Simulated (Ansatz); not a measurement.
Consider the ligand exchange at a Ge–O bond: `F[SiH2][O][GeH3]` + CH₃SH → `C[S][GeH3]` + `O[SiH2]F`.

Program: Ansatz. Geometries: PBE0-D4/def2-TZVP. ΔE: electronic, gas phase. CCSD(T)/CBS is the MP2 limit (def2-TZVPP, def2-QZVPP) plus CCSD(T) − MP2 in def2-TZVPP, frozen cores. This one scheme is used for every species. DFT in def2-TZVPP. B3LYP here is the variant with VWN-RPA as its local correlation; programs differ in this. For Ge outer-core shells are correlated without core-valence functions, which leaves a few kJ/mol of doubt a bond. Scalar relativity is left out up to krypton. One conformer a species, not always the lowest.

**Question.** Is it downhill or uphill in electronic energy at CCSD(T)/CBS, and by how much? (Best estimate.)

**Answer.** Computed: Downhill: ΔE = -1.6 kcal/mol.

**Question.** What do these levels give: PBE-D4, B97M-V, PBE0-D4, B3LYP-D4, r2SCANh, MP2/def2-QZVPP? (Best estimate.)

**Answer.** The calculation gave: PBE-D4 -4.0, B97M-V -1.0, PBE0-D4 -3.4, B3LYP-D4 -1.1, r2SCANh -2.3, MP2/def2-QZVPP -1.9 kcal/mol.

Largest T1 diagnostic among the species: 0.012.

In def2-TZVPP, CCSD(T) changes the Hartree–Fock value by −3.3 kcal/mol (the triples alone add −0.6 kcal/mol) and MP2 by −4.2 kcal/mol. From BLYP to BHLYP (50 % exact exchange), in def2-TZVPP and without D4, ΔE moves by +1.4 kcal/mol. At CCSD(T), def2-SVP lies +3.3 kcal/mol from the extrapolated value and def2-TZVPP +1.1 kcal/mol.
